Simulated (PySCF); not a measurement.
C₈H₆N₂O.

```xyz
17

C     -0.5892    -3.1955     0.0000
C      0.7642    -3.0011     0.0000
O      1.0482    -1.6761     0.0000
C     -0.1335    -0.9926     0.0000
C     -0.0638     0.4582     0.0000
C      1.1594     1.1547     0.0000
N      1.2233     2.4844     0.0000
C      0.0633     3.1435     0.0000
N     -1.1553     2.5957     0.0000
C     -1.2146     1.2678     0.0000
C     -1.1759    -1.8907     0.0000
H     -1.1075    -4.1515     0.0000
H      1.6171    -3.6741     0.0000
H      2.1049     0.6032     0.0000
H      0.1139     4.2385     0.0000
H     -2.2138     0.8167     0.0000
H     -2.2360    -1.6499     0.0000
```
Charge 0, spin multiplicity 1.

The structure is a stationary point at B3LYP-D3(BJ)/def2-SVP. Other conformers were not sampled.

All values below come from PBE/pcSseg-1 run with PySCF. Non-relativistic, no solvent.

Task: Give the absolute GIAO shielding of each atom: isotropic value and principal components (ppm). (The exact figures need the calculation; the answer reports its results.)

Result: 
```tsv
atom	σ(iso)	σ11	σ22	σ33	span
C1	62.9	-19.4	56.6	151.4	170.8
C2	33.7	-41.3	43.6	98.8	140.1
O3	27.2	-111.0	-42.6	235.2	346.2
C4	27.0	-34.2	28.3	86.8	121.0
C5	53.5	-47.1	40.5	167.0	214.0
C6	27.3	-69.7	10.1	141.3	211.0
N7	-73.5	-344.2	-165.8	289.5	633.7
C8	18.5	-71.5	15.5	111.6	183.0
N9	-71.7	-338.5	-163.7	287.2	625.7
C10	27.0	-71.4	16.9	135.6	207.0
C11	68.4	-8.7	55.0	158.9	167.6
H12	24.6	22.8	25.3	25.6	2.9
H13	23.7	21.0	24.8	25.4	4.4
H14	22.1	16.8	21.4	28.2	11.4
H15	22.0	17.6	23.3	25.1	7.5
H16	22.3	17.2	21.6	28.1	10.9
H17	24.2	21.2	24.8	26.5	5.4
```
